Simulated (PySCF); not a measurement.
C2H6O3Si, SMILES O=C(O)[SiH2]CO, GFN2-xTB optimised geometry.

```
12

O      2.11    -1.49    -0.70
C      1.38    -0.83     0.00
O      1.87     0.01     0.93
Si    -0.53    -0.83     0.00
C     -1.13     0.99     0.00
O     -2.54     1.07     0.06
H      2.84    -0.01     0.94
H     -1.03    -1.57    -1.16
H     -0.96    -1.45     1.26
H     -0.86     1.50    -0.93
H     -0.68     1.57     0.82
H     -2.84     0.68     0.89
```

Density from B3LYP/def2-TZVP in PySCF at that geometry.

Minimum of the electron density along straight lines between bonded atoms, close to the bond critical point (lines longer than 1.1 times the sum of covalent radii, or with two minima, are not listed):

| bond | length / Å | ρ at the minimum / e bohr⁻³ | ∇²ρ there / e bohr⁻⁵ | position (fraction from the first atom) |
|---|---|---|---|---|
| O1–C2 | 1.204 | [?] | -0.20 | 0.66 |
| C2–O3 | 1.341 | 0.307 | -0.60 | 0.34 |
| C2–Si4 | 1.917 | 0.114 | [?] | 0.62 |
| Si4–C5 | 1.915 | 0.120 | 0.11 | 0.39 |
| C5–O6 | 1.421 | [?] | -0.56 | 0.36 |
| O3–H7 | 0.974 | 0.348 | -2.34 | 0.80 |
| Si4–H8 | 1.459 | 0.128 | 0.17 | 0.49 |
| Si4–H9 | 1.471 | 0.124 | 0.17 | 0.49 |
| C5–H10 | 1.092 | 0.283 | -0.99 | 0.65 |
| C5–H11 | 1.098 | 0.279 | -0.96 | 0.64 |
| O6–H12 | 0.962 | 0.364 | -2.43 | 0.80 |

**Question.** Complete the blanks.

**Answer.** 
- O1–C2, ρ at the minimum / e bohr⁻³: 0.432
- C2–Si4, ∇²ρ there / e bohr⁻⁵: 0.16
- C5–O6, ρ at the minimum / e bohr⁻³: 0.257
